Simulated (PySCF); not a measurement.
CH₂NO, charge +1.

```xyz
5

N      0.0125     1.2062     0.0000
C      0.0123     0.0658     0.0000
O     -0.1117    -1.1681     0.0000
H      0.0249     2.2153     0.0000
H      0.7073    -1.7094     0.0000
```
Charge +1, spin multiplicity 1.

The structure is a stationary point at B3LYP-D3(BJ)/def2-TZVP. The isomer is the one that the SMILES or the coordinates give; other isomers of the formula were not compared.

The numbers are results of B3LYP/pcSseg-2 in PySCF, not measurements. Non-relativistic, no solvent.

Q: Give the absolute GIAO shielding of each atom: isotropic value and principal components (ppm). (An estimate is asked for; the answer gives what the named calculation found.)

A: 
| atom | σ(iso) | σ11 | σ22 | σ33 | span |
|---|---|---|---|---|---|
| N1 | 171.6 | 73.6 | 113.9 | 327.2 | 253.6 |
| C2 | 78.8 | -26.3 | -19.2 | 281.8 | 308.1 |
| O3 | 281.6 | 216.0 | 247.4 | 381.3 | 165.3 |
| H4 | 25.4 | 18.6 | 18.8 | 38.8 | 20.1 |
| H5 | 24.1 | 16.3 | 18.1 | 38.0 | 21.6 |
